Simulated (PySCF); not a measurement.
Compound: C7H9NO.
Z-matrix (Å and degrees, PBE0-D3(BJ)/def2-SVP geometry), rows numbered from 1:
```
C 
C   1  1.5079
O   2  1.4112  1  108.01
C   3  1.3441  2  119.13  1  -178.46
C   4  1.4002  3  117.13  2   179.03
C   5  1.3861  4  118.80  3  -179.91
C   6  1.3979  5  118.81  4     0.01
N   7  1.3262  6  122.66  5    -0.03
C   8  1.3307  7  118.96  6    -0.01
H   1  1.0995  2  110.31  3  -179.87
H   1  1.0996  2  110.64  3   -59.79
H   1  1.0997  2  110.58  3    60.10
H   2  1.1060  1  110.91  3   120.52
H   2  1.1059  1  110.82  3  -120.45
H   5  1.0921  4  118.85  3    -0.01
H   6  1.0923  5  120.70  4   179.93
H   7  1.0956  6  120.52  5   179.98
H   9  1.0942  4  120.88  3    -0.16
```

Definitions: NICS(0) = −σiso at the ring centroid; NICS(1) = −σiso and NICS(1)zz = −σzz at ±1 Å along the ring normal z. Level: GIAO CAM-B3LYP/pcSseg-1 (PySCF, non-relativistic, gas phase) on the PBE0-D3(BJ)/def2-SVP geometry, one conformer.

Ring bond lengths (Å): C4–C5 1.400, C5–C6 1.386, C6–C7 1.398, C7–N8 1.326, N8–C9 1.331, C9–C4 1.403.

Question: What do the NICS probes read (ppm)?

Answer: 
```
             ring                                               type  NICS(0)  NICS(1), two faces  NICS(1)zz, two faces  rms pucker (Å)  centre to ring atoms, mean (Å)
C4–C5–C6–C7–N8–C9  6-membered ring with N; formal bonds all aromatic     -8.4       -11.1 / -11.1         -27.6 / -27.6            0.00                            1.37
```

Question: What can be read from them?

Answer: 
- C4–C5–C6–C7–N8–C9: mean NICS(1)zz -27.6 ppm, shielded, aromatic by this magnetic criterion (flat ring, no four-coordinate atom).

Question: What does the geometric index give? HOMA takes Krygowski's 1993 parameters.

Answer: 
- C4–C5–C6–C7–N8–C9: HOMA 0.98; the largest term is that of C9–C4, α(R − Ropt)² = 0.06. The geometric and the magnetic index point the same way.

Question: What is the mean of the two in-plane components of NICS at the second NICS(1) probe listed for ring C4–C5–C6–C7–N8–C9, 1 Å off the ring?

Answer: The isotropic value is a third of the trace: (3 × -11.1 − (-27.6))/2 = -2.8 ppm.

Question: What are the shieldings of the ring atoms and their hydrogens in the same run (means over atoms taken as equivalent)?

Answer: 
```json
{"atoms": "C4", "environment": "aromatic carbon bearing oxygen", "σ isotropic (ppm)": "18.8"}
{"atoms": "C5", "environment": "aromatic CH carbon", "σ isotropic (ppm)": "49.6"}
{"atoms": "C6", "environment": "aromatic CH carbon", "σ isotropic (ppm)": "49.8"}
{"atoms": "C7", "environment": "aromatic CH next to a ring nitrogen", "σ isotropic (ppm)": "31.5"}
{"atoms": "N8", "environment": "pyridine-type nitrogen", "σ isotropic (ppm)": "-111.3"}
{"atoms": "C9", "environment": "aromatic CH next to a ring nitrogen", "σ isotropic (ppm)": "43.4"}
{"atoms": "H15", "environment": "aromatic hydrogen", "σ isotropic (ppm)": "24.03"}
{"atoms": "H16", "environment": "aromatic hydrogen", "σ isotropic (ppm)": "24.18"}
{"atoms": "H17", "environment": "aromatic hydrogen", "σ isotropic (ppm)": "23.00"}
{"atoms": "H18", "environment": "aromatic hydrogen", "σ isotropic (ppm)": "23.19"}
```

Question: How do the values depend on the level or the medium?

Answer: 
```json
{"level": "CAM-B3LYP/pcSseg-1, gas", "NICS(0), C4–C5–C6–C7–N8–C9": "-8.4", "mean NICS(1)zz, C4–C5–C6–C7–N8–C9": "-27.6"}
{"level": "PBE0/pcSseg-1, gas", "NICS(0), C4–C5–C6–C7–N8–C9": "-8.4", "mean NICS(1)zz, C4–C5–C6–C7–N8–C9": "-27.5"}
```

The geometry is the same throughout.

On x86-64 server, one thread, no GPU, on a shared host, this took 66 s. This is the whole shielding run at CAM-B3LYP/pcSseg-1, SCF included.
